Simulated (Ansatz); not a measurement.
Ansatz (a quantum-chemistry and plane-wave program) input for germylsilane (GeH6Si), SMILES [SiH3][GeH3], PBE0-D3(BJ)/def2-TZVP. 

Ansatz 0.2 input:
```yaml
crystal:
  periodic: [false, false, false]
  atoms:
    - {symbol: Si, position_ang: [-0.00000000, -0.00000000, 1.57630680]}
    - {symbol: Ge, position_ang: [-0.00000000, 0.00000000, -0.75406253]}
    - {symbol: H, position_ang: [0.65275148, -1.20579266, 2.08693232]}
    - {symbol: H, position_ang: [0.71787134, 1.16819569, 2.08693232]}
    - {symbol: H, position_ang: [-1.37062281, 0.03759698, 2.08693232]}
    - {symbol: H, position_ang: [-0.92884017, -0.98659524, -1.39969705]}
    - {symbol: H, position_ang: [-0.38999644, 1.29769680, -1.39969706]}
    - {symbol: H, position_ang: [1.31883662, -0.31110158, -1.39969705]}
basis:
  gaussian:
    orbitals: def2-TZVP
hamiltonian:
  xc: pbe0
  dispersion: d3bj
relax: {f_tol: 0.002, max_steps: 200}
```

It prints:

```
Functional definition: PBE0
integrals: 0.05 GiB planned
933 factors; their error is unknown
mean field: 0.43 GiB planned
mean field evaluation 1: about -64482.0494 eV, gradient 1.8e1 eV
mean field evaluation 2: about -64482.3723 eV, gradient 1.5e1 eV
mean field evaluation 4: about -64482.5340 eV, gradient 4.3e-1 eV
mean field evaluation 8: about -64482.8361 eV, gradient 4.1e-3 eV
mean field -64482.83610292 eV, -2369.7005187462 hartree, gradient 7.3e-5 eV, S^2 0.000000; 0 other end points of the search recorded, 0 dependent functions left out
the calculation of the forces begins
reference -64482.83613550 eV, -2369.7005199434 hartree; 26, 26 occupied and 95, 95 virtual orbitals, 933 factors
relax step   1: F+E_penalty+E_count = -64482.95784824 eV  Δ(F+E_penalty+E_count) = +0.000e0 eV  max|allowed force component| = 7.986e-1 eV/Å  Δτ_max = 0.0000 Å  (21 SCF iters, accepted)
these checks for a lower state are left out or cut short: starts, cluster_reference, orbital_swaps, neighbouring_geometries, increment
integrals: 0.05 GiB planned
933 factors; their error is unknown
mean field: 0.43 GiB planned
mean field evaluation 16: about -64482.9552 eV, gradient 4.8e-5 eV
mean field -64482.95523393 eV, -2369.7048967301 hartree, gradient 7.8e-5 eV, S^2 0.000000; 0 other end points of the search recorded, 0 dependent functions left out
the calculation of the forces begins
reference -64482.95526667 eV, -2369.7048979330 hartree; 26, 26 occupied and 95, 95 virtual orbitals, 933 factors
relax step   2: F+E_penalty+E_count = -64483.07734660 eV  Δ(F+E_penalty+E_count) = -1.195e-1 eV  max|allowed force component| = 1.194e-1 eV/Å  Δτ_max = 0.1242 Å  (23 SCF iters, accepted)
these checks for a lower state are left out or cut short: starts, cluster_reference, orbital_swaps, neighbouring_geometries, increment
integrals: 0.05 GiB planned
933 factors; their error is unknown
mean field: 0.42 GiB planned
mean field -64482.96442348 eV, -2369.7052344399 hartree, gradient 5.6e-5 eV, S^2 0.000000; 0 other end points of the search recorded, 0 dependent functions left out
the calculation of the forces begins
reference -64482.96445633 eV, -2369.7052356471 hartree; 26, 26 occupied and 95, 95 virtual orbitals, 933 factors
relax step   3: F+E_penalty+E_count = -64483.08568896 eV  Δ(F+E_penalty+E_count) = -8.342e-3 eV  max|allowed force component| = 4.391e-2 eV/Å  Δτ_max = 0.0416 Å  (23 SCF iters, accepted)
these checks for a lower state are left out or cut short: starts, cluster_reference, orbital_swaps, neighbouring_geometries, increment
integrals: 0.05 GiB planned
933 factors; their error is unknown
mean field: 0.42 GiB planned
mean field -64482.96474628 eV, -2369.7052463026 hartree, gradient 5.5e-5 eV, S^2 0.000000; 0 other end points of the search recorded, 0 dependent functions left out
the calculation of the forces begins
reference -64482.96477912 eV, -2369.7052475091 hartree; 26, 26 occupied and 95, 95 virtual orbitals, 933 factors
relax step   4: F+E_penalty+E_count = -64483.08618889 eV  Δ(F+E_penalty+E_count) = -4.999e-4 eV  max|allowed force component| = 9.506e-3 eV/Å  Δτ_max = 0.0075 Å  (24 SCF iters, accepted)
these checks for a lower state are left out or cut short: starts, cluster_reference, orbital_swaps, neighbouring_geometries, increment
integrals: 0.05 GiB planned
933 factors; their error is unknown
mean field: 0.42 GiB planned
mean field evaluation 32: about -64482.9662 eV, gradient 5.7e-5 eV
mean field -64482.96621295 eV, -2369.7053002014 hartree, gradient 5.7e-5 eV, S^2 0.000000; 0 other end points of the search recorded, 0 dependent functions left out
the calculation of the forces begins
reference -64482.96624575 eV, -2369.7053014068 hartree; 26, 26 occupied and 95, 95 virtual orbitals, 933 factors
relax step   5: F+E_penalty+E_count = -64483.08767303 eV  Δ(F+E_penalty+E_count) = -1.484e-3 eV  max|allowed force component| = 6.674e-3 eV/Å  Δτ_max = 0.0454 Å  (23 SCF iters, accepted)
these checks for a lower state are left out or cut short: starts, cluster_reference, orbital_swaps, neighbouring_geometries, increment
integrals: 0.05 GiB planned
933 factors; their error is unknown
mean field: 0.42 GiB planned
mean field -64482.96626745 eV, -2369.7053022045 hartree, gradient 6.1e-6 eV, S^2 0.000000; 0 other end points of the search recorded, 0 dependent functions left out
the calculation of the forces begins
reference -64482.96630012 eV, -2369.7053034050 hartree; 26, 26 occupied and 95, 95 virtual orbitals, 933 factors
relax step   6: F+E_penalty+E_count = -64483.08771774 eV  Δ(F+E_penalty+E_count) = -4.471e-5 eV  max|allowed force component| = 8.019e-2 eV/Å  Δτ_max = 0.1105 Å  (25 SCF iters, accepted)
these checks for a lower state are left out or cut short: starts, cluster_reference, orbital_swaps, neighbouring_geometries, increment
integrals: 0.05 GiB planned
933 factors; their error is unknown
mean field: 0.42 GiB planned
mean field -64482.96725259 eV, -2369.7053384077 hartree, gradient 5.6e-5 eV, S^2 0.000000; 0 other end points of the search recorded, 0 dependent functions left out
the calculation of the forces begins
reference -64482.96728530 eV, -2369.7053396098 hartree; 26, 26 occupied and 95, 95 virtual orbitals, 933 factors
relax step   7: F+E_penalty+E_count = -64483.08870876 eV  Δ(F+E_penalty+E_count) = -9.910e-4 eV  max|allowed force component| = 4.649e-2 eV/Å  Δτ_max = 0.0377 Å  (23 SCF iters, accepted)
these checks for a lower state are left out or cut short: starts, cluster_reference, orbital_swaps, neighbouring_geometries, increment
integrals: 0.05 GiB planned
933 factors; their error is unknown
mean field: 0.42 GiB planned
mean field -64482.96733700 eV, -2369.7053415097 hartree, gradient 1.3e-5 eV, S^2 0.000000; 0 other end points of the search recorded, 0 dependent functions left out
the calculation of the forces begins
reference -64482.96736971 eV, -2369.7053427118 hartree; 26, 26 occupied and 95, 95 virtual orbitals, 933 factors
relax step   8: F+E_penalty+E_count = -64483.08879844 eV  Δ(F+E_penalty+E_count) = -8.969e-5 eV  max|allowed force component| = 9.030e-3 eV/Å  Δτ_max = 0.0023 Å  (20 SCF iters, accepted)
these checks for a lower state are left out or cut short: starts, cluster_reference, orbital_swaps, neighbouring_geometries, increment
integrals: 0.05 GiB planned
933 factors; their error is unknown
mean field: 0.42 GiB planned
mean field -64482.96736481 eV, -2369.7053425316 hartree, gradient 1.5e-5 eV, S^2 0.000000; 0 other end points of the search recorded, 0 dependent functions left out
the calculation of the forces begins
reference -64482.96739751 eV, -2369.7053437333 hartree; 26, 26 occupied and 95, 95 virtual orbitals, 933 factors
relax step   9: F+E_penalty+E_count = -64483.08883200 eV  Δ(F+E_penalty+E_count) = -3.356e-5 eV  max|allowed force component| = 5.359e-4 eV/Å  Δτ_max = 0.0054 Å  (21 SCF iters, accepted)
these checks for a lower state are left out or cut short: starts, cluster_reference, orbital_swaps, neighbouring_geometries, increment
integrals: 0.05 GiB planned
933 factors; their error is unknown
mean field: 0.42 GiB planned
mean field -64482.96738594 eV, -2369.7053433083 hartree, gradient 5.5e-5 eV, S^2 0.000000; 0 other end points of the search recorded, 0 dependent functions left out
the calculation of the forces begins
reference -64482.96741863 eV, -2369.7053445094 hartree; 26, 26 occupied and 95, 95 virtual orbitals, 933 factors
relax step  10: F+E_penalty+E_count = -64483.08884526 eV  Δ(F+E_penalty+E_count) = -1.326e-5 eV  max|allowed force component| = 1.675e-3 eV/Å  Δτ_max = 0.0085 Å  (23 SCF iters, accepted)
these checks for a lower state are left out or cut short: starts, cluster_reference, orbital_swaps, neighbouring_geometries, increment
integrals: 0.05 GiB planned
933 factors; their error is unknown
mean field: 0.42 GiB planned
mean field evaluation 64: about -64482.9674 eV, gradient 5.4e-5 eV
mean field -64482.96736596 eV, -2369.7053425740 hartree, gradient 8.2e-5 eV, S^2 0.000000; 0 other end points of the search recorded, 0 dependent functions left out
the calculation of the forces begins
reference -64482.96739864 eV, -2369.7053437749 hartree; 26, 26 occupied and 95, 95 virtual orbitals, 933 factors
relax step  11: F+E_penalty+E_count = -64483.08884303 eV  Δ(F+E_penalty+E_count) = +2.232e-6 eV  max|allowed force component| = 4.091e-3 eV/Å  Δτ_max = 0.0033 Å  (18 SCF iters, rejected (line search))
these checks for a lower state are left out or cut short: starts, cluster_reference, orbital_swaps, neighbouring_geometries, increment
integrals: 0.05 GiB planned
933 factors; their error is unknown
mean field: 0.42 GiB planned
mean field -64482.96737904 eV, -2369.7053430547 hartree, gradient 3.4e-5 eV, S^2 0.000000; 0 other end points of the search recorded, 0 dependent functions left out
the calculation of the forces begins
reference -64482.96741172 eV, -2369.7053442556 hartree; 26, 26 occupied and 95, 95 virtual orbitals, 933 factors
relax step  12: F+E_penalty+E_count = -64483.08884688 eV  Δ(F+E_penalty+E_count) = -1.612e-6 eV  max|allowed force component| = 3.936e-4 eV/Å  Δτ_max = 0.0015 Å  (18 SCF iters, accepted)
integrals: 0.05 GiB planned
933 factors; their error is unknown
mean field: 0.42 GiB planned
mean field -64482.96737904 eV, -2369.7053430547 hartree, gradient 3.4e-5 eV, S^2 0.000000; 1 other end points of the search recorded, 0 dependent functions left out
the calculation of the forces begins
reference -64482.96741172 eV, -2369.7053442556 hartree; 26, 26 occupied and 95, 95 virtual orbitals, 933 factors
Total energy: -64483.08887956 eV, -2369.7098081162 hartree
Atom 0 at    -0.000037     0.000028     1.560380 Å, force     0.000297    -0.000230    -0.000285 eV/Å
Atom 1 at     0.000036    -0.000024    -0.817210 Å, force    -0.000225     0.000178     0.000394 eV/Å
Atom 2 at     0.532014    -1.290698     2.071487 Å, force     0.000038    -0.000086     0.000250 eV/Å
Atom 3 at     0.851745     1.106123     2.071561 Å, force     0.000069     0.000079     0.000074 eV/Å
Atom 4 at    -1.383817     0.184613     2.071624 Å, force    -0.000114     0.000012    -0.000102 eV/Å
Atom 5 at    -0.878324    -1.140547    -1.357966 Å, force     0.000033     0.000123    -0.000110 eV/Å
Atom 6 at    -0.548529     1.330937    -1.357893 Å, force     0.000019    -0.000114    -0.000304 eV/Å
Atom 7 at     1.426912    -0.190433    -1.358034 Å, force    -0.000117     0.000038     0.000084 eV/Å
Dipole moment:    -0.000001     0.000003     0.021784 e Å
```

Self-consistency was reached.

Cost: very roughly 50 core-seconds.
